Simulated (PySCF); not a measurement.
**Rb: electron affinity**

Rb⁻ [Kr] 5s2 (1S) → Rb [Kr] 5s1 (2S), as a difference of total energies. All numbers are calculated (PySCF 2.14, the spin-free X2C one-electron Hamiltonian (Gaussian nucleus), in aug-cc-pVTZ-X2C). Correlated levels: valence: [Kr] frozen. The calculations carry no spin-orbit coupling.

```csv
method,electron affinity (eV),error (eV)
UHF,-0.076,-0.562
MP2 (valence),0.285,-0.201
SCS-MP2 (valence),0.357,-0.129
CCSD (valence),0.467,-0.019
```

Reference: 0.486 eV (measured; photodetachment measurements, as compiled on the Wikipedia data page of electron affinities).

Errors of the correlated levels include the incompleteness of this basis and the frozen core.

A negative affinity means that the anion lies above the atom at that level of theory.

With two correlated electrons CCSD is exact in that space.

The coupled-cluster amplitudes are large for Rb⁻ (T1 above 0.03 or a double amplitude above 0.15), so a single reference is strained.
